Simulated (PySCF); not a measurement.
HAs, triplet, at a GFN2-xTB geometry; B3LYP/aug-cc-pVDZ (PySCF).

Here is a job for PySCF.
```python
from pyscf import gto, scf, dft

mol = gto.M(
    atom='''
As   -0.00000000   -0.00000000   -0.04454376
H     0.00000000    0.00000000    1.46994393
''',
    basis='aug-cc-pvdz',
    spin=2,
    verbose=4,
)

mf = dft.UKS(mol)
mf.xc = 'b3lyp'
mf.kernel()
```

The log (banner, timings and long lists left out):

```
PySCF version 2.14.0

[INPUT] verbose = 4
[INPUT] num. atoms = 2
[INPUT] num. electrons = 34
[INPUT] charge = 0
[INPUT] spin (= nelec alpha-beta = 2S) = 2
[INPUT] symmetry False subgroup None
[INPUT] Mole.unit = angstrom
[INPUT] Symbol           X                Y                Z      unit          X                Y                Z       unit  Magmom
[INPUT]  1 As     0.000000000000   0.000000000000  -0.044543760000 AA    0.000000000000   0.000000000000  -0.084175506958 Bohr   0.0
[INPUT]  2 H      0.000000000000   0.000000000000   1.469943930000 AA    0.000000000000   0.000000000000   2.777791446167 Bohr   0.0

nuclear repulsion = 11.5305314633228
number of shells = 14
number of NR pGTOs = 97
number of NR cGTOs = 45
basis = aug-cc-pvdz
ecp = {}

******** <class 'pyscf.dft.uks.UKS'> ********
method = UKS
initial guess = minao
damping factor = 0
level_shift factor = 0
DIIS = <class 'pyscf.scf.diis.CDIIS'>
diis_start_cycle = 1
diis_space = 8
diis_damp = 0
SCF conv_tol = 1e-09
SCF conv_tol_grad = None
SCF max_cycles = 50
direct_scf = True
direct_scf_tol = 1e-13
number electrons alpha = 18  beta = 16
XC library pyscf.dft.libxc version 7.1.2
    S. Lehtola, C. Steigemann, M. J. T. Oliveira, and M. A. L. Marques,  SoftwareX 7, 1–5 (2018)
XC functionals = b3lyp
    P. J. Stephens, F. J. Devlin, C. F. Chabalowski, and M. J. Frisch,  J. Phys. Chem. 98, 11623 (1994)
radial grids:
    Treutler-Ahlrichs [JCP 102, 346 (1995); DOI:10.1063/1.469408] (M4) radial grids

becke partition: Becke, JCP 88, 2547 (1988); DOI:10.1063/1.454033
pruning grids: <function nwchem_prune>
grids dens level: 3
symmetrized grids: False
atomic radii adjust function: <function treutler_atomic_radii_adjust>
small_rho_cutoff = 0
Set gradient conv threshold to 3.16228e-05
tot grids = 30232
init E= -2235.60664139156

cycle= 1 E= -2236.43307897202  delta_E= -0.826  |g|= 0.0562  |ddm|= 0.816
cycle= 2 E= -2236.43539022665  delta_E= -0.00231  |g|= 0.0235  |ddm|= 0.151
cycle= 3 E= -2236.4356403937  delta_E= -0.00025  |g|= 0.0056  |ddm|= 0.0376
cycle= 4 E= -2236.43566436263  delta_E= -2.4e-05  |g|= 0.00126  |ddm|= 0.0136
cycle= 5 E= -2236.43566584444  delta_E= -1.48e-06  |g|= 0.000537  |ddm|= 0.0027
cycle= 6 E= -2236.43566618981  delta_E= -3.45e-07  |g|= 0.00012  |ddm|= 0.00102
cycle= 7 E= -2236.43566622006  delta_E= -3.02e-08  |g|= 2.43e-05  |ddm|= 0.000287
cycle= 8 E= -2236.43566622188  delta_E= -1.82e-09  |g|= 2.22e-06  |ddm|= 9.95e-05
cycle= 9 E= -2236.4356662219  delta_E= -1.41e-11  |g|= 1.89e-07  |ddm|= 7.96e-06
Extra cycle  E= -2236.43566622189  delta_E= 2.27e-12  |g|= 1.01e-07  |ddm|= 7.03e-07
converged SCF energy = -2236.43566622189  <S^2> = 2.003748  2S+1 = 3.0024976
```
